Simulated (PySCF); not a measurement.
C₄H₈Si.
InChI=1S/C4H8Si/c5-4-1-3(4)2-4/h3H,1-2H2,5H3/t3-,4-

The closed-shell ground state was solved at several levels (PySCF, density fitting, gas phase, non-relativistic). Geometry: PBE0-D3(BJ)/def2-SVP; no solvent, vibrations or thermal averaging.

```tsv
level	basis functions	HOMO (eV)	LUMO (eV)	gap (eV)	dipole (D)
B3LYP/pcSseg-2	299	-7.05	0.29	7.34	0.61
PBE0/pcSseg-0	65	-7.49	1.31	8.80	0.64
PBE0/cc-pVDZ	114	-7.15	1.28	8.43	0.61
CAM-B3LYP/pcSseg-2	299	-8.56	1.29	9.85	0.58
BLYP/pcSseg-2	299	-5.98	-0.13	5.85	0.63
PBE0/cc-pVTZ	266	-7.23	0.89	8.12	0.64
B3LYP/6-31G*	90	-6.80	1.16	7.96	0.67
wB97X-D/pcSseg-2	299	-9.07	2.20	11.27	0.61
BP86/pcSseg-2	299	-6.20	-0.15	6.05	0.65
```

Task: What might BHandHLYP/pcSseg-2 (299 basis functions) give for the same quantities?

Result: HOMO -8.28 eV, LUMO 1.15 eV, gap 9.43 eV, dipole 0.59 D.

Task: Over all these levels, which gives the widest orbital gap and which the narrowest?

Result: wB97X-D/pcSseg-2 (range-separated hybrid) has the widest, 11.27 eV, and BLYP/pcSseg-2 (GGA) the narrowest, 5.85 eV. The two share the basis. From the narrowest to the widest the HOMO moves by -3.09 eV and the LUMO by +2.33 eV.

Task: How much does the basis alone move the frontier levels among the 3 PBE0 rows?

Result: The HOMO by 0.34 eV and the LUMO by 0.42 eV. By rising basis size (HOMO, LUMO in eV): pcSseg-0 -7.49, 1.31; cc-pVDZ -7.15, 1.28; cc-pVTZ -7.23, 0.89.

Task: In the pcSseg-2 basis, how does the gap go with the fixed share of exact exchange?

Result: BLYP (0 %) 5.85 eV; BP86 (0 %) 6.05 eV; B3LYP (20 %) 7.34 eV; BHandHLYP (50 %) 9.43 eV. Each rise in the share widens the gap here.

Task: How far do the dipole and the HOMO energy spread over the levels?

Result: The dipole runs from 0.58 to 0.67 D (mean 0.62 D) and the HOMO from -9.07 to -5.98 eV.
